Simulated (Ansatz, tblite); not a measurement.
Isomers of Cu₃H₃⁻ (doublet), found by a short tight-binding search and relaxed with PBE0-D4/def2-SVPD in Ansatz.

The xTB rows come from tblite. Correlated methods freeze 27 core orbitals.

A: At PBE-D4/def2-TZVPD, BLYP-D4/def2-TZVPD the highest occupied level of the charge -1 doublet lies above zero (up to 0.25 eV). It is a level of α spin, whose loss leaves a singlet; that state wasn't run at this geometry and level. The electron is either unbound and held by the finite basis, or the level is raised by self-interaction error. B: At PBE-D4/def2-TZVPD, BLYP-D4/def2-TZVPD, r2SCAN-D4/def2-TZVPD the highest occupied level of the charge -1 doublet lies above zero (up to 0.47 eV). By energy differences its removal costs 2.08 eV (vertical, to the charge 0 singlet, at LC-ωPBE (ω = 0.30 bohr⁻¹)/def2-TZVPD).

Other spin states were run for one of them alone.

A:

```xyz
6

Cu    0.878    0.684   -0.671
Cu   -0.664   -0.362    1.057
Cu   -1.041   -0.748   -1.381
H    -0.787   -1.124    2.393
H    -0.715    0.562   -0.298
H     2.329    0.988   -1.099
```

B:

```xyz
6

Cu   -0.1100    0.0330   -0.6819
Cu   -0.4117    1.6405   -2.5019
Cu    0.5575   -0.7609    1.5696
H     0.1933   -0.8626    3.0685
H    -1.3127    0.7011   -1.4926
H     1.0835   -0.7511    0.0383
```

Problem. Estimate their order by electronic energy at r2SCAN0-D4/def2-TZVPD, counted from the lowest.

Solution. B (0.00) < A (0.25), in eV.

Problem. Do the other levels pick the same lowest one?

Solution. Not GFN1-xTB. Energies above each level's lowest (eV):

| level | A | B |
| --- | --- | --- |
| GFN1-xTB | 0.00 | 0.06 |
| GFN2-xTB | 0.76 | 0.00 |
| HF/def2-SVPD | 0.49 | 0.00 |
| PBE-D4/def2-TZVPD | 0.15 | 0.00 |
| BLYP-D4/def2-TZVPD | 0.20 | 0.00 |
| r2SCAN-D4/def2-TZVPD | 0.13 | 0.00 |
| PBE0-D4/def2-TZVPD | 0.26 | 0.00 |
| r2SCAN0-D4/def2-TZVPD | 0.25 | 0.00 |
| MP2/def2-SVPD | 0.30 | 0.00 |
| CCSD/def2-SVPD | 0.31 | 0.00 |
| CCSD(T)/def2-SVPD | 0.24 | 0.00 |
Point groups (tolerance 0.1 Å): A Cs, B not assigned. Lower isomers may exist.
